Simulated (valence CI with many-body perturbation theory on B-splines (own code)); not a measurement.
## Cd26+ in brief

Calculated by configuration interaction combined with many-body perturbation theory (CI+MBPT): four valence electrons over a frozen Dirac-Fock core [Ar], a basis of 7 s, 7 p, 8 d, 6 f, 4 g, 1 h functions for each j, with the one-electron correlation potential Σ1, the two-electron term Σ2, the three-electron term Σ3, Breit, model QED; selected CI, second order for the rest, scaled by the run's own slope (own B-spline code, finite nucleus).

No measured spectrum was set against this ion. As an estimate, large intervals hold to a few tenths of a per cent, small ones and those within an open d or f shell to about a per cent. Only levels of the ground parity were solved; by the run's estimate the other parity begins above the list, which can be wrong where configurations are misplaced.

Names give the largest LS component (configuration and term), which can be under half, so a name can repeat, a term be missing and a line seem to break the LS rules; names also repeat where a configuration has a term twice.

Rates and lifetimes use the calculated energies. Strong lines usually hold to 10 to 20 %, long lifetimes can be off by a factor of two.

(1) What is the ground level?

(2) What is the ionisation energy?

(3) How well does LS coupling describe the low levels?

## Answers

(1) 3d⁴ ⁵D_0, composition 56 % 3d⁴ ⁵D + 39 % 3d⁴ ³P + 5 % 3d⁴ ¹S.

(2) 1400.9 eV; NIST lists 1401 ± 4 eV (theoretical).

(3) Among the lowest 20 levels the leading LS term, summed over configurations, holds 61 % on average. For single configurations the figures are 61 % in LS and 71 % in jj coupling. Terms mix most in the J = 2 level at 228420 cm⁻¹, where the leading one holds 36 %.
